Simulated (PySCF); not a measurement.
## Working with the constants of CdBr

PBE constants of CdBr, ²Σ⁺ (doublet), unpaired electrons σ ↑ (Cd x2c-TZVPPall, Br x2c-TZVPPall; spin-free X2C with a Gaussian nucleus (PySCF 2.14); masses 113.9034 and 78.9183 u):

* ωe: 203.0 cm⁻¹
* ωexe: 0.788 cm⁻¹
* Be: 0.056708 cm⁻¹
* αe: 0.000260 cm⁻¹
* D (centrifugal): 1.77e-08 cm⁻¹
* De to Cd + Br: 1.64 eV

Question: Give the vibrational terms G(v) and spacings up to v = 6.

Answer: G(v) = ωe(v+½) − ωexe(v+½)².

| v | G(v) (cm⁻¹) | G(v) − G(v−1) | Bv (cm⁻¹) |
| --- | --- | --- | --- |
| 0 | 101.3 |  | 0.05658 |
| 1 | 302.7 | 201.4 | 0.05632 |
| 2 | 502.6 | 199.8 | 0.05606 |
| 3 | 700.8 | 198.3 | 0.05580 |
| 4 | 897.5 | 196.7 | 0.05554 |
| 5 | 1092.7 | 195.1 | 0.05528 |
| 6 | 1286.2 | 193.5 | 0.05502 |

Question: How well does the Morse estimate ωe²/(4ωexe) reproduce De, and what is D0?

Answer: It gives 1.62 eV, 99 % of the computed De. D0 = De − G(0) = 1.64 − 0.01 = 1.63 eV.

Spin–orbit coupling is left out. The state is the lowest determinant that a PBE0 search found; another state may lie lower at other levels.
